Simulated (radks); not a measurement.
Results of a calculation; reference values are marked as such.
All-electron atom: V3+ in [Ar] 3d1 4s1 (not the ground configuration). Code: a radial shooting solver on a logarithmic mesh with Libxc functionals. Model: scalar-relativistic Kohn-Sham, r2SCAN, spin-polarised, spherical densities, finite nucleus; open shells are filled with parallel spins first; meta-GGA in the generalised Kohn-Sham scheme; Fermi nuclear charge, rms radius 3.6002 fm.

Normalised radial functions P(r) = r R(r), r in bohr:

```
   r/bohr * 2p down, o 3s down (the largest magnitude, 1.84, reaches the edge; | marks zero, & curves that meet)
 0.006176                             * o
 0.007978                             * o
  0.01031                             |* o
  0.01342                             |*  o
  0.01733                             |*  o
  0.02257                             | *  o
  0.02916                             |  * o
  0.03796                             |    &
  0.04904                             |   o   *
  0.06335                             |  o       *
  0.08249                             |o             *
   0.1066                          o  |                   *
   0.1387                       o     |                       *
   0.1792                     o       |                          *
   0.2315                    o        |                          *
   0.3015                       o     |                       *
   0.3894                             |o                *
   0.5071                             |        o *
    0.655                             |    *         o
   0.8461                             | *              o
    1.102                             *             o
    1.423                             *       o
    1.853                             *   o
    2.394                             *o
    3.117                             &
    4.026                             &
    5.201                             &
    6.773                             &
```

2p down: eigenvalue -552.78 eV, 0 radial nodes, <r> = 0.274 bohr, 90 % of the charge inside 0.449 bohr. 3s down: eigenvalue -112.84 eV, 2 radial nodes at r = 0.0870, 0.379 bohr, <r> = 0.926 bohr, 90 % of the charge inside 1.38 bohr.
